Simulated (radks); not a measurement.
Radial electron density D(r) = 4 pi r^2 rho(r) of an atom or ion with 50 electrons. Calculated with a radial shooting solver on a logarithmic mesh with Libxc functionals: scalar-relativistic Kohn-Sham, PBE, spin-polarised, spherical densities, finite nucleus; Fermi nuclear charge, rms radius of each element as measured or else 0.836 A^(1/3) + 0.57 fm.

r (bohr),D(r) (e/bohr),spin D(r)
0.001359,2.875,-0.0000176
0.001607,3.829,-0.0000232
0.001886,5.008,-0.0000301
0.002213,6.517,-0.0000385
0.002597,8.433,-0.0000488
0.003048,10.84,-0.0000608
0.003577,13.82,-0.0000743
0.004231,17.65,-0.0000887
0.004966,22.04,-0.000100
0.005827,27.16,-0.000105
0.006838,32.98,-0.0000952
0.008025,39.33,-0.0000570
0.009417,45.97,0.0000317
0.01114,52.78,0.000217
0.01307,58.55,0.000535
0.01534,62.99,0.00107
0.018,65.52,0.00191
0.02113,65.83,0.00319
0.02479,64.06,0.00503
0.02933,60.84,0.00765
0.03442,57.99,0.0108
0.04039,57.20,0.0143
0.0474,59.92,0.0176
0.05562,66.38,0.0197
0.06579,75.39,0.0193
0.07721,82.57,0.0154
0.09061,84.66,0.00820
0.1063,80.00,-0.000110
0.1248,70.61,-0.00516
0.1464,61.84,-0.00217
0.1732,59.10,0.0113
0.2033,63.51,0.0282
0.2385,69.31,0.0376
0.2799,68.68,0.0303
0.3285,57.98,0.0109
0.3855,41.35,-0.000337
0.456,26.88,0.0184
0.5351,21.67,0.0602
0.628,23.11,0.0897
0.737,25.13,0.0718
0.8648,23.41,0.0158
1.023,17.86,-0.0191
1.201,11.83,0.0345
1.409,7.240,0.182
1.653,4.476,0.370
1.94,2.938,0.513
2.277,1.957,0.547
2.693,1.179,0.458
3.161,0.6357,0.317
3.709,0.3078,0.196
4.353,0.1591,0.130
5.108,0.1192,0.114
5.994,0.1319,0.131
7.091,0.1490,0.149
8.321,0.1392,0.139
9.765,0.09754,0.0975
11.46,0.05194,0.0519
13.45,0.02114,0.0211
15.78,0.006175,0.00617
18.67,0.001073,0.00107
21.91,0.0001229,0.000123

What is the nuclear charge?

Answer. Z = 51. The innermost maximum, from 1s, lies near gamma/Z bohr with gamma = sqrt(1 - (Z/c)^2) = 0.928, here 0.0182 bohr (found: 0.0200), and its height grows with Z. The density is that of the antimony ion Sb+ in [Kr] 4d10 5s2 5p1 4f1; the configuration itself is not fixed sharply by these data, and Z only to a few units. D(r) has 5 maxima, at r = 0.0200, 0.0878, 0.256, 0.749, 7.38 bohr, and minima at 0.0388, 0.168, 0.548, 5.19 bohr, inside which lie 1.98, 11.15, 28.96, 49.16 electrons.
